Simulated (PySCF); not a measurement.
# Correlation energy of Mg (magnesium, neutral)

[Ne] 3s1 3d1, 3s spin antiparallel (an excited configuration). Calculation: PySCF 2.14, in aug-cc-pV5Z (8s7p5d4f3g2h, 131 functions); the non-relativistic Hamiltonian (point nucleus). Frozen: [Ne]; 2 electrons correlated.

Total MP2 correlation energy: -7.36 mhartree.

Same-spin part 0.00 and opposite-spin part -7.36 mhartree; SCS-MP2 scales them by 1/3 and 6/5 to -8.83 mhartree.
